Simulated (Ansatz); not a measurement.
Basis-set series for `ClB(Cl)[SeH]`. Charge 0, multiplicity 1. All single points use the PBE0-D4/def2-TZVP geometry. It is one conformer, not always the lowest.

| functional | basis | functions | energy (Eh) | HOMO (eV) | LUMO (eV) |
| --- | --- | --- | --- | --- | --- |
| PBE0-D4 | def2-TZVPP | 177 | -3346.93361 | -7.82 | -1.44 |
| PBE0-D4 | def2-QZVPP | 316 | -3347.01199 | -7.85 | -1.51 |
| ωB97M-V | def2-TZVPP | 177 | -3347.35896 | -9.93 | 0.62 |
| ωB97M-V | def2-QZVPP | 316 | -3347.43419 | -9.95 | 0.53 |

Task: Give the rows for def2-SVP. (Best estimate.)

Result: The calculation gave: 
```
functional     basis  functions  energy (Eh)  HOMO (eV)  LUMO (eV)
   PBE0-D4  def2-SVP         87  -3346.30075      -7.70      -1.16
   ωB97M-V  def2-SVP         87  -3346.73062      -9.77       0.96
```

Positive LUMOs are unbound and depend on the basis. Scalar relativity is left out up to krypton.

Results of the Gaussian-basis code of Ansatz.
